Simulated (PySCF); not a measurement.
Ligands exchanged one at a time, In F-Cl. All species are isolated molecules in the gas phase. Strings in code marks are SMILES.

The HOMO from two functionals at the same geometries (PBE0-D4/def2-TZVP), both in PySCF: PBE-D3(BJ)/def2-TZVP and B3LYP-D3(BJ)/def2-TZVP. B3LYP has the VWN-RPA correlation part, as in Gaussian. 

```json
[
 {"species": "0 of 3 F replaced by Cl (`[F][In]([F])[F]`)", "B3LYP-D3(BJ)/def2-TZVP (eV)": "-10.87"},
 {"species": "1 of 3 F replaced by Cl (`[F][In]([F])[Cl]`)", "B3LYP-D3(BJ)/def2-TZVP (eV)": "-9.62"},
 {"species": "2 of 3 F replaced by Cl (`[F][In]([Cl])[Cl]`)", "B3LYP-D3(BJ)/def2-TZVP (eV)": "-9.36"},
 {"species": "3 of 3 F replaced by Cl (`[Cl][In]([Cl])[Cl]`)", "B3LYP-D3(BJ)/def2-TZVP (eV)": "-9.16"}
]
```

Q: What does PBE-D3(BJ)/def2-TZVP give for each?

A: 
- 0 of 3 F replaced by Cl (`[F][In]([F])[F]`): -9.18
- 1 of 3 F replaced by Cl (`[F][In]([F])[Cl]`): -8.42
- 2 of 3 F replaced by Cl (`[F][In]([Cl])[Cl]`): -8.20
- 3 of 3 F replaced by Cl (`[Cl][In]([Cl])[Cl]`): -8.02
Over these rows, drawn at random from the members with no instability flagged (it was tested for open shells, ions and some series alone), PBE minus B3LYP-D3(BJ): mean +1.30 eV, from +1.14 eV to +1.69 eV.
